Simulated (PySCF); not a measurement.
These compounds are isomers of formula C6H6O2Si.

A. `InChI=1S/C6H6O2Si/c1-2-4-5(3-7)9-6(4)8/h1,3-5H,9H2/t4-,5+/m0/s1`
B. SMILES C1=C([SiH2]O)C=C(C#C)O1
C. SMILES C#C[C@@H]([SiH3])C(=C=O)C=O
D. `C(C(=O)O)#CC1=CC[SiH2]1`

Spectrum 1. 1H NMR (400 MHz, computed): δ 7.70 (t, 1H), 6.26 (br s, 1H), 5.14 (m, 2H), 2.06 (m, 2H). 13C{1H} NMR (computed): δ 177.6 (CH), 159.9 (C), 133.0 (C), 90.6 (C), 90.2 (C), 20.4 (CH2).

Spectrum 2. 1H NMR (400 MHz, computed): δ 10.59 (d, 1H), 5.53 (m, 1H), 5.29 (m, 1H), 4.16 (m, 1H), 3.19 (m, 1H), 2.45 (d, 1H). 13C{1H} NMR (computed): δ 226.2 (C), 205.7 (CH), 91.3 (CH), 78.5 (C), 57.5 (CH), 37.0 (CH).

Spectrum 3. 1H NMR (400 MHz, computed): δ 9.94 (s, 1H), 4.00 (d, 3H), 2.97 (m, 1H), 1.76 (d, 1H). 13C{1H} NMR (computed): δ 208.1 (C), 185.3 (CH), 85.8 (C), 79.0 (CH), 59.3 (C), 8.5 (CH).

Spectrum 4. 1H NMR (400 MHz, computed): δ 7.68 (m, 1H), 6.96 (m, 1H), 5.68 (s, 2H), 3.14 (s, 1H), 0.96 (br s, 1H). 13C{1H} NMR (computed): δ 155.9 (CH), 143.2 (C), 129.3 (CH), 119.9 (C), 92.6 (CH), 78.6 (C).

Calculated, not measured (PySCF 2.14): NMR shieldings at PBE0/pcSseg-1/GIAO, structure optimised with GFN2-xTB. A single conformation, relativity neglected, equivalent nuclei averaged, no solvent model.

Shifts are taken against calculated references (same method and geometry level): 1H (σref 31.72), 13C (σref 186.93) vs TMS. Where no couplings were computed, multiplicities follow the n + 1 count of equivalent neighbours, and m marks all less simple cases (inequivalent or close neighbours, rings, F or P nearby). Acid and N–H amide carbonyl carbons lie up to 10 ppm further downfield in solution (hydrogen bonding). Shifts are as computed. Against solution values, carbons near 30 ppm lie about +3 ppm off and those near 130 ppm about +5 ppm. Of 1309 compounds with measured shifts, 239 miss one by over three times the rms of a fit or turn the order of signals round; such compounds aren't used in these exercises. OH and NH positions are gas-phase values without hydrogen bonding to other molecules.

Q: Match each spectrum to its structure.

A: 1–D, 2–A, 3–C, 4–B.

- Spectrum 1 (D): 6 13C signals; δC 159.9 is a carboxylic acid carbon; δC 133.0 is a fully substituted alkene carbon.
- Spectrum 2 (A): 6 13C signals; δC 205.7 is an aldehyde carbonyl carbon; δC 91.3 is a terminal alkyne carbon.
- Spectrum 3 (C): 6 13C signals; δC 185.3 is an aldehyde carbonyl carbon; δC 85.8 is an alkyne carbon.
- Spectrum 4 (B): 6 13C signals; δC 129.3 is an aromatic CH; δC 92.6 is a terminal alkyne carbon.
